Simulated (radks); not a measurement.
Results of a calculation; reference values are marked as such.
Species: Re XXXVI. Configuration: [Kr] 4d4. Level of theory: Dirac Kohn-Sham, exchange-only PBE, spin-unpolarised, spherical densities, finite nucleus; open shells fill j = l - 1/2 first; Fermi nuclear charge, rms radius 5.3698 fm (a radial shooting solver on a logarithmic mesh with Libxc functionals).

Radial electron density D(r) = 4 pi r^2 rho(r):

| r (bohr) | D(r) (e/bohr) |
|---|---|
| 0.002753 | 35.04 |
| 0.003129 | 41.03 |
| 0.003556 | 47.68 |
| 0.004042 | 54.93 |
| 0.004593 | 62.66 |
| 0.005221 | 70.69 |
| 0.005934 | 78.76 |
| 0.006744 | 86.54 |
| 0.007665 | 93.64 |
| 0.008711 | 99.60 |
| 0.009901 | 104.0 |
| 0.01125 | 106.5 |
| 0.01279 | 107.0 |
| 0.01454 | 105.5 |
| 0.01652 | 102.5 |
| 0.01878 | 98.97 |
| 0.02134 | 96.02 |
| 0.02426 | 95.00 |
| 0.02757 | 97.08 |
| 0.03133 | 102.8 |
| 0.03561 | 111.8 |
| 0.0408 | 122.9 |
| 0.04637 | 132.2 |
| 0.0527 | 137.3 |
| 0.0599 | 136.2 |
| 0.06808 | 128.9 |
| 0.07737 | 118.1 |
| 0.08794 | 108.4 |
| 0.09995 | 104.4 |
| 0.1136 | 108.0 |
| 0.1291 | 116.3 |
| 0.1467 | 122.7 |
| 0.1668 | 120.1 |
| 0.1895 | 105.6 |
| 0.2154 | 83.05 |
| 0.2448 | 61.12 |
| 0.2783 | 47.54 |
| 0.3163 | 43.78 |
| 0.3595 | 44.63 |
| 0.4086 | 42.89 |
| 0.4643 | 35.18 |
| 0.5278 | 23.61 |
| 0.6046 | 12.11 |
| 0.6872 | 5.044 |
| 0.781 | 1.617 |
| 0.8877 | 0.3882 |
| 1.009 | 0.06743 |
| 1.147 | 0.008174 |
| 1.303 | 0.0006632 |

D(r) has 4 maxima, at r = 0.0124, 0.0549, 0.153, 0.368 bohr, and minima at 0.0239, 0.0999, 0.319 bohr, inside which lie 2.02, 11.07, 29.55 electrons.
